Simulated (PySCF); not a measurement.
Si(GeH3)(H)2(OH), H6GeOSi, SMILES O[SiH2][GeH3], PBE0/def2-SVP optimised geometry. Atoms within 1.6 Å of the plane z = 0.0 Å (x, y, z in Å): Si1 (-1.21, 0.02, 0.00), O2 (-1.81, -0.69, 1.39), Ge3 (1.18, 0.02, 0.00), H4 (-1.69, -0.67, -1.24), H5 (-1.73, 1.42, 0.00), H6 (-1.53, -1.59, 1.56), H7 (1.71, -1.42, 0.12), H8 (1.73, 0.83, 1.19), H9 (1.74, 0.62, -1.30).

Level of theory: PySCF with PBE0/def2-TZVP. Cells within 0.4 Å of a nucleus heavier than hydrogen are left out (blank, or x).

Map of the electron localisation function on the plane z = 0.0 Å:

```
|0000000000000000000000000000000|
|0000000000000000000000000000000|
|0000000000000000000000000000000|
|0000000000000000000000000000000|
|0000002566520000000000000000000|
|0000158999972000000000000000000|
|0001699999995000000000000000000|
|0004999999997100000000000000000|
|0016999999998200000000000000000|
|0017999999998310111111110000000|
|0016999999997322222223221000000|
|0003899999997445532223332100000|
|0001479999634578631111332100000|
|0000136750110499612441133110000|
|0000012204xx3199516xx5122110000|
|000000110xxx619941xxx6112110000|
|0000001103xx2299515xx4123210000|
|0000001210000498611321255310000|
|0000001122112577642125888631000|
|0000000112222355445799999962000|
|0000000011111122247999999984100|
|0000000000000000148999999995100|
|0000000000000000038999999995100|
|0000000000000000038999999983000|
|0000000000000000027999999951000|
|0000000000000000003799998510000|
|0000000000000000001356652000000|
|0000000000000000000000000000000|
|0000000000000000000000000000000|
|0000000000000000000000000000000|
|0000000000000000000000000000000|
```
Scale: ten equal steps from 0.000 (start of '0') to 1.000 (end of '9'), in the order '0123456789'; x runs from -4.00 to 4.00, y from -4.00 (bottom) to 4.00 (top).
